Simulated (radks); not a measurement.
The numbers below are computed, except where a source is named.
Problem. The mean radii <r> (bohr) of the occupied orbitals of an atom or ion are listed with their occupations. Code: a radial shooting solver on a logarithmic mesh with Libxc functionals. Model: scalar-relativistic Kohn-Sham, exchange-only LDA, spin-unpolarised, spherical densities, finite nucleus; Fermi nuclear charge, rms radius of each element as measured or else 0.836 A^(1/3) + 0.57 fm.

| orbital | occ. | <r> |
|---|---|---|
| 1s | 2 | 0.09715 |
| 2s | 2 | 0.4791 |
| 2p | 6 | 0.4406 |
| 3s | 2 | 1.470 |

Name the element and its charge.

Solution. Z = 16, sulfur, charge +4: S4+ in [Ne] 3s2. The 1s radius gives Z: for a bare nucleus <r> = (2 gamma + 1)/(2Z) with gamma = sqrt(1 - (Z/c)^2), 0.09332 bohr for Z = 16, and screening makes it slightly larger (0.09715 here). The occupations add up to 12, and the charge is Z minus that.
